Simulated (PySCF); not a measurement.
Question: Write Cartesian coordinates for `[SiH3][Si]([SiH3])([SiH3])[SiH3]` as optimised with PBE0-D3(BJ)/def2-SVP.

Answer: 
```
atom  x, y, z in Å
Si1   -0.205   -1.025   -2.094
Si2   -0.009    0.009   -0.001
Si3   -0.131    2.333   -0.259
Si4   -1.729   -0.735    1.405
Si5    2.052   -0.563    0.956
H6    -1.522   -0.685   -2.717
H7    -0.113   -2.510   -1.943
H8     0.891   -0.561   -3.000
H9     0.028    3.008    1.066
H10   -1.454    2.719   -0.843
H11    0.956    2.801   -1.174
H12   -3.062   -0.390    0.822
H13   -1.644   -2.219    1.572
H14   -1.609   -0.091    2.749
H15    2.135   -2.045    1.145
H16    3.175   -0.125    0.070
H17    2.199    0.102    2.287
```

Any rigid rotation of these coordinates is as good. Atoms count from 1 in this order. All 4 Si–Si bonds measure 2.342 to 2.343 Å. Si1 (SiH3 silicon) is tetrahedral (angles from 108.8° to 110.2°). Si2 (four-coordinate silicon) is tetrahedral (angles from 108.8° to 110.1°).

Bonds between heavy atoms (Å): Si1–Si2 2.343, Si2–Si3 2.342, Si2–Si4 2.342, Si2–Si5 2.343.

Method used: PySCF 2.14.0, PBE0-D3(BJ)/def2-SVP geometry optimisation, gas phase.

Stationary, but not proved a minimum.

Hardware: an Intel Xeon Platinum 8259CL at 2.50 GHz with one thread, shared host with 96 logical CPUs at a one-minute load of 43. Cost: 4.1 min of wall time, 0.62 GiB resident at most. These figures are those of the optimisation.
